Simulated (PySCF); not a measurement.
SMILES Bc1ccc([SiH3])cc1, singlet, GFN2-xTB optimised geometry.

```
17

B      1.54    -2.72     0.00
C      0.73    -1.40     0.00
C     -0.67    -1.40     0.00
C     -1.40    -0.23     0.00
C     -0.76     1.01     0.00
Si    -1.78     2.60     0.01
C      0.63     1.03     0.00
C      1.36    -0.15     0.00
H      0.99    -3.75     0.00
H      2.71    -2.68    -0.01
H     -1.19    -2.35     0.00
H     -2.48    -0.27     0.00
H     -0.87     3.75    -0.11
H     -2.71     2.58    -1.12
H     -2.53     2.69     1.26
H      1.15     1.97     0.00
H      2.44    -0.10     0.00
```

Density from B3LYP/def2-SVP (PySCF) at that geometry.

Minimum of the electron density along straight lines between bonded atoms, close to the bond critical point (lines longer than 1.1 times the sum of covalent radii, or with two minima, are not listed):

```csv
bond,length / Å,ρ at the minimum / e bohr⁻³,∇²ρ there / e bohr⁻⁵,position (fraction from the first atom)
B1–C2,1.543,0.190,-0.10,0.33
C2–C3,1.403,0.305,-0.78,0.49
C3–C4,1.379,0.318,-0.83,0.50
C4–C5,1.394,0.308,-0.78,0.50
C5–Si6,1.887,0.113,0.33,0.62
C5–C7,1.393,0.308,-0.78,0.50
C2–C8,1.403,0.305,-0.78,0.49
C7–C8,1.380,0.318,-0.84,0.50
B1–H9,1.170,0.181,-0.12,0.43
B1–H10,1.170,0.181,-0.12,0.43
C3–H11,1.081,0.285,-1.10,0.63
C4–H12,1.082,0.284,-1.07,0.63
Si6–H13,1.463,0.117,0.33,0.49
Si6–H14,1.465,0.117,0.33,0.49
Si6–H15,1.466,0.117,0.33,0.49
C7–H16,1.082,0.284,-1.08,0.63
C8–H17,1.081,0.285,-1.10,0.63
```
